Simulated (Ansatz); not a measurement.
Ansatz (a quantum-chemistry and plane-wave program) input (B3LYP-D3(BJ)/def2-TZVP):

Ansatz 0.2 input:
```yaml
crystal:
  periodic: [false, false, false]
  atoms:
    - {symbol: Cr, position_ang: [-0.00000000, -0.00000000, -0.06649837]}
    - {symbol: H, position_ang: [0.00000000, 0.00000000, 1.59596084]}
basis:
  gaussian:
    orbitals: def2-TZVP
hamiltonian:
  xc: b3lyp
  dispersion: d3bj
magnetization: {spin_polarized: true, initial_magnetization: 5}
phonons: {temperatures: {t_min: 298.15, t_max: 298.15, t_step: 100}}
```

Output:

```
Functional definition: B3LYP
integrals: 0.01 GiB planned
511 factors; integrals over basis functions are off by at most 5.7e-4 eV
mean field: 0.16 GiB planned
mean field evaluation 1: about -28429.4444 eV, gradient 4.9e1 eV
mean field evaluation 2: about -28332.8875 eV, gradient 1.5e2 eV
mean field evaluation 4: about -28436.6608 eV, gradient 8.1e0 eV
mean field evaluation 8: about -28436.9403 eV, gradient 1.4e-1 eV
mean field evaluation 16: about -28436.9406 eV, gradient 7.2e-5 eV
mean field -28436.94063149 eV, -1045.0382929565 hartree, gradient 7.3e-5 eV, S^2 8.790560; 0 other end points of the search recorded, 0 dependent functions left out
the calculation of the forces begins
reference -28436.94081824 eV, -1045.0382998197 hartree; 15, 10 occupied and 36, 41 virtual orbitals, 511 factors
these checks for a lower state are left out or cut short: stability, starts, cluster_reference, orbital_swaps, neighbouring_geometries, increment
integrals: 0.01 GiB planned
511 factors; integrals over basis functions are off by at most 5.7e-4 eV
mean field: 0.16 GiB planned
mean field -28436.94063142 eV, -1045.0382929542 hartree, gradient 1.4e-6 eV, S^2 8.790561; 0 other end points of the search recorded, 0 dependent functions left out
the calculation of the forces begins
reference -28436.94081818 eV, -1045.0382998174 hartree; 15, 10 occupied and 36, 41 virtual orbitals, 511 factors
these checks for a lower state are left out or cut short: stability, starts, cluster_reference, orbital_swaps, neighbouring_geometries, increment
integrals: 0.01 GiB planned
511 factors; integrals over basis functions are off by at most 5.7e-4 eV
mean field: 0.16 GiB planned
mean field evaluation 32: about -28436.9406 eV, gradient 3.0e-6 eV
mean field -28436.94063142 eV, -1045.0382929542 hartree, gradient 1.4e-6 eV, S^2 8.790561; 0 other end points of the search recorded, 0 dependent functions left out
the calculation of the forces begins
reference -28436.94081818 eV, -1045.0382998174 hartree; 15, 10 occupied and 36, 41 virtual orbitals, 511 factors
these checks for a lower state are left out or cut short: stability, starts, cluster_reference, orbital_swaps, neighbouring_geometries, increment
integrals: 0.01 GiB planned
511 factors; integrals over basis functions are off by at most 5.7e-4 eV
mean field: 0.16 GiB planned
mean field -28436.94063142 eV, -1045.0382929542 hartree, gradient 1.4e-6 eV, S^2 8.790561; 0 other end points of the search recorded, 0 dependent functions left out
the calculation of the forces begins
reference -28436.94081818 eV, -1045.0382998174 hartree; 15, 10 occupied and 36, 41 virtual orbitals, 511 factors
these checks for a lower state are left out or cut short: stability, starts, cluster_reference, orbital_swaps, neighbouring_geometries, increment
integrals: 0.01 GiB planned
511 factors; integrals over basis functions are off by at most 5.7e-4 eV
mean field: 0.16 GiB planned
mean field -28436.94063142 eV, -1045.0382929542 hartree, gradient 1.4e-6 eV, S^2 8.790561; 0 other end points of the search recorded, 0 dependent functions left out
the calculation of the forces begins
reference -28436.94081818 eV, -1045.0382998174 hartree; 15, 10 occupied and 36, 41 virtual orbitals, 511 factors
these checks for a lower state are left out or cut short: stability, starts, cluster_reference, orbital_swaps, neighbouring_geometries, increment
integrals: 0.01 GiB planned
511 factors; integrals over basis functions are off by at most 5.7e-4 eV
mean field: 0.16 GiB planned
mean field -28436.94068500 eV, -1045.0382949231 hartree, gradient 1.5e-6 eV, S^2 8.790403; 0 other end points of the search recorded, 0 dependent functions left out
the calculation of the forces begins
reference -28436.94087173 eV, -1045.0383017852 hartree; 15, 10 occupied and 36, 41 virtual orbitals, 511 factors
these checks for a lower state are left out or cut short: stability, starts, cluster_reference, orbital_swaps, neighbouring_geometries, increment
integrals: 0.01 GiB planned
511 factors; integrals over basis functions are off by at most 5.7e-4 eV
mean field: 0.16 GiB planned
mean field -28436.94051777 eV, -1045.0382887775 hartree, gradient 2.1e-6 eV, S^2 8.790719; 0 other end points of the search recorded, 0 dependent functions left out
the calculation of the forces begins
reference -28436.94070456 eV, -1045.0382956417 hartree; 15, 10 occupied and 36, 41 virtual orbitals, 511 factors
these checks for a lower state are left out or cut short: stability, starts, cluster_reference, orbital_swaps, neighbouring_geometries, increment
integrals: 0.01 GiB planned
511 factors; integrals over basis functions are off by at most 5.7e-4 eV
mean field: 0.16 GiB planned
mean field evaluation 64: about -28436.9406 eV, gradient 2.0e-5 eV
mean field -28436.94063142 eV, -1045.0382929542 hartree, gradient 1.4e-6 eV, S^2 8.790561; 0 other end points of the search recorded, 0 dependent functions left out
the calculation of the forces begins
reference -28436.94081818 eV, -1045.0382998174 hartree; 15, 10 occupied and 36, 41 virtual orbitals, 511 factors
these checks for a lower state are left out or cut short: stability, starts, cluster_reference, orbital_swaps, neighbouring_geometries, increment
integrals: 0.01 GiB planned
511 factors; integrals over basis functions are off by at most 5.7e-4 eV
mean field: 0.16 GiB planned
mean field -28436.94063142 eV, -1045.0382929542 hartree, gradient 1.4e-6 eV, S^2 8.790561; 0 other end points of the search recorded, 0 dependent functions left out
the calculation of the forces begins
reference -28436.94081818 eV, -1045.0382998174 hartree; 15, 10 occupied and 36, 41 virtual orbitals, 511 factors
these checks for a lower state are left out or cut short: stability, starts, cluster_reference, orbital_swaps, neighbouring_geometries, increment
integrals: 0.01 GiB planned
511 factors; integrals over basis functions are off by at most 5.7e-4 eV
mean field: 0.16 GiB planned
mean field -28436.94063142 eV, -1045.0382929542 hartree, gradient 1.4e-6 eV, S^2 8.790561; 0 other end points of the search recorded, 0 dependent functions left out
the calculation of the forces begins
reference -28436.94081818 eV, -1045.0382998174 hartree; 15, 10 occupied and 36, 41 virtual orbitals, 511 factors
these checks for a lower state are left out or cut short: stability, starts, cluster_reference, orbital_swaps, neighbouring_geometries, increment
integrals: 0.01 GiB planned
511 factors; integrals over basis functions are off by at most 5.7e-4 eV
mean field: 0.16 GiB planned
mean field -28436.94063142 eV, -1045.0382929542 hartree, gradient 1.4e-6 eV, S^2 8.790561; 0 other end points of the search recorded, 0 dependent functions left out
the calculation of the forces begins
reference -28436.94081818 eV, -1045.0382998174 hartree; 15, 10 occupied and 36, 41 virtual orbitals, 511 factors
these checks for a lower state are left out or cut short: stability, starts, cluster_reference, orbital_swaps, neighbouring_geometries, increment
integrals: 0.01 GiB planned
511 factors; integrals over basis functions are off by at most 5.7e-4 eV
mean field: 0.16 GiB planned
mean field evaluation 96: about -28436.9405 eV, gradient 2.1e-6 eV
mean field -28436.94051777 eV, -1045.0382887775 hartree, gradient 2.1e-6 eV, S^2 8.790719; 0 other end points of the search recorded, 0 dependent functions left out
the calculation of the forces begins
reference -28436.94070456 eV, -1045.0382956417 hartree; 15, 10 occupied and 36, 41 virtual orbitals, 511 factors
these checks for a lower state are left out or cut short: stability, starts, cluster_reference, orbital_swaps, neighbouring_geometries, increment
integrals: 0.01 GiB planned
511 factors; integrals over basis functions are off by at most 5.7e-4 eV
mean field: 0.16 GiB planned
mean field -28436.94068500 eV, -1045.0382949231 hartree, gradient 1.5e-6 eV, S^2 8.790403; 0 other end points of the search recorded, 0 dependent functions left out
the calculation of the forces begins
reference -28436.94087173 eV, -1045.0383017852 hartree; 15, 10 occupied and 36, 41 virtual orbitals, 511 factors
Total energy: -28436.96609877 eV, -1045.0392288618 hartree
Atom 0 at    -0.000000    -0.000000    -0.066498 Å, force     0.000000     0.000000     0.000885 eV/Å
Atom 1 at     0.000000     0.000000     1.595961 Å, force    -0.000000    -0.000000    -0.000885 eV/Å
Dipole moment:    -0.000000    -0.000000    -0.655981 e Å
Vibrations: 1627.71 cm⁻¹, zero-point energy 0.100905 eV
```

The spin state was set by rule; other spins were not relaxed.
